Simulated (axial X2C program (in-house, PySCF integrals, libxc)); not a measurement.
# Which molecule has these constants?

All values come from calculations with an in-house all-electron X2C program for linear molecules (integrals from PySCF), spin-free (one-electron X2C) or two-component (2c: spin–orbit coupling with atomic mean-field Coulomb and Gaunt terms, which also bring small scalar terms), in Dyall basis sets with cores contracted in-house; open shells are unrestricted.

A two-component PBE0 calculation in a Dyall 3-zeta basis gave Re = 2.463 Å, ωe = 353.2 cm⁻¹, dipole magnitude 1.64 D, Ω = 4.

Problem. Which molecule is it?
A. TiB
B. LiTi
C. TiF
D. BeTi
E. TiO

Solution. D. The others have TiB 2.023 Å and 647.4 cm⁻¹ (Ω = 1/2); LiTi 2.747 Å and 266.8 cm⁻¹ (Ω = 1/2); TiF 1.773 Å and 709.3 cm⁻¹ (Ω = 3/2); TiO 1.598 Å and 1066.9 cm⁻¹ (Ω = 1).

Each entry is the lowest single determinant of a limited PBE0 search at one distance. De goes to single-determinant-based atoms at the same level (for ions the charge split of lowest energy) and is withheld (n/a) where an atom does not fit its ground term or J level. Main or longest-lived isotopes. One determinant is a doubtful description, or other states lie close, for BeTi, TiB, LiTi, TiF, TiO; these need not be ground states, and all values refer to the states named. Some open-shell Ω = 0 determinants are out of reach, so the Ω given for BeTi need not be the lowest component. With several unpaired electrons the Ω given is that of one determinant, not necessarily of the lowest component. The functionals have no current term, which raises determinants with orbital currents. Where the atoms have a lower orbital projection than the molecule, De at mean-field level may be about a tenth of an eV too small.
